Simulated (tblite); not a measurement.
A tight-binding relaxation on `C#CB/C=C\CC1CCC1`.

Computed with GFN2-xTB geometry optimisation, gas phase (tblite 0.8.0). Start geometry: from a force field or distance geometry. The command runs a driver script over a list of jobs; the input below is this job's line of settings and its coordinates in Å.

Command:
```bash
OMP_NUM_THREADS=1 python probes_run.py task.json out
```

Input:
```
{"job": {"kind": "relax", "xc": "GFN2-xTB", "basis": "xTB"}, "charge": 0, "multiplicity": 1}
C      4.891500    -1.190900    -0.851600
C      3.895100    -0.816300    -0.272100
B      2.655400    -0.336800     0.478700
C      1.581700    -1.317500     0.988700
C      0.309500    -0.895600     1.025600
C     -0.019300     0.483100     0.548100
C     -0.973300     0.368200    -0.610100
C     -2.281500    -0.329100    -0.273500
C     -2.948400     0.707200    -1.148500
C     -1.801600     1.624100    -0.783800
H      5.748700    -1.523200    -1.355700
H      2.748900     0.687300     1.086900
H      1.839800    -2.312300     1.338500
H     -0.463700    -1.582600     1.383300
H     -0.450600     1.129600     1.349900
H      0.905500     0.975400     0.216100
H     -0.537000     0.077700    -1.578700
H     -2.527700    -0.194800     0.811000
H     -2.377400    -1.366900    -0.623300
H     -3.937300     1.057700    -0.783700
H     -2.941000     0.379000    -2.196700
H     -1.427200     2.269600    -1.597200
H     -1.894700     2.134100     0.217600
```

Problem. Give the output.

Solution. 
```
step      E/eV     max force
  0    -734.17853    1.937
  1    -734.37232    1.298
  2    -734.47904    2.871
  3    -734.60516    1.689
  4    -734.66671    0.859
  5    -734.70472    0.438
  6    -734.74024    0.431
  7    -734.77745    0.403
  8    -734.79218    0.307
  9    -734.80890    0.326
... (123 lines left out)
133    -735.01593    0.026
134    -735.01608    0.025
135    -735.01623    0.028
136    -735.01635    0.026
137    -735.01648    0.024
138    -735.01662    0.026
139    -735.01676    0.024
140    -735.01686    0.022
141    -735.01693    0.017
142    -735.01697    0.009
```

«max force» is the largest atomic force in eV/Å.

Problem. From which step on does the largest force stay under 0.1 eV/Å, and how much energy is left to gain from there?

Solution. From step 43 (0.082 eV/Å), 26.3 meV above the end.

In short: energy lowered by 19.3 kcal/mol over 142 steps; largest atomic force 0.009 eV/Å at the end.

Problem. Give the final coordinates.

Solution. 0.388 Å rms from the input after alignment:
```
atom  x, y, z in Å
C1     5.0929   -1.4661   -0.6532
C2     4.0862   -0.9361   -0.2529
B3     2.8272   -0.2774    0.2447
C4     1.7198   -1.1758    0.8389
C5     0.4505   -0.8359    1.1001
C6    -0.1825    0.4865    0.8255
C7    -1.0140    0.4171   -0.4563
C8    -2.3273   -0.3843   -0.4088
C9    -3.0489    0.7902   -1.0860
C10   -1.8203    1.6753   -0.8276
H11    5.9731   -1.9249   -1.0023
H12    2.7389    0.8892    0.1652
H13    1.9852   -2.2065    1.0562
H14   -0.2329   -1.5798    1.4985
H15   -0.8361    0.7592    1.6586
H16    0.5756    1.2601    0.7063
H17   -0.3707    0.0928   -1.2771
H18   -2.6734   -0.5537    0.6092
H19   -2.3354   -1.3299   -0.9470
H20   -3.9778    1.1134   -0.6205
H21   -3.2279    0.6198   -2.1454
H22   -1.4509    2.2478   -1.6759
H23   -1.9561    2.3460    0.0189
```

Time: 2.0 s. Hardware: one thread of an Arm Neoverse N1, shared host with 64 logical CPUs at a one-minute load of 61.
Labels such as C1 count atoms from 1, the log's own numbers from 0.
